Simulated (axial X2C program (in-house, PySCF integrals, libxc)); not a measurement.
Which molecule has these constants?

Computed with an in-house relativistic program for diatomic molecules, spin-free (one-electron X2C) or two-component (2c: spin–orbit coupling with atomic mean-field Coulomb and Gaunt terms, which also bring small scalar terms), in Dyall basis sets with cores contracted in-house; open shells are unrestricted.

A two-component PBE0 calculation in a Dyall 3-zeta basis gave Re = 2.939 Å, ωe = 196.2 cm⁻¹, De = 2.47 eV, dipole magnitude 10.13 D, Ω = 3/2.

Which molecule is it?
A. RbSe
B. SeH
C. NaSe
D. KSe
E. CsSe

D. The others have CsSe 3.187 Å and 134.9 cm⁻¹ (Ω = 3/2); SeH 1.469 Å and 2421.4 cm⁻¹ (Ω = 3/2); RbSe 3.064 Å and 151.5 cm⁻¹ (Ω = 3/2); NaSe 2.603 Å and 269.9 cm⁻¹ (Ω = 3/2).

Each entry is the lowest single determinant of a limited PBE0 search at one distance. De goes to single-determinant-based atoms at the same level (for ions the charge split of lowest energy) and is withheld (n/a) where an atom does not fit its ground term or J level. Main or longest-lived isotopes. One determinant is a doubtful description, or other states lie close, for KSe, CsSe, RbSe; these need not be ground states, and all values refer to the states named. The functionals have no current term, which raises determinants with orbital currents.
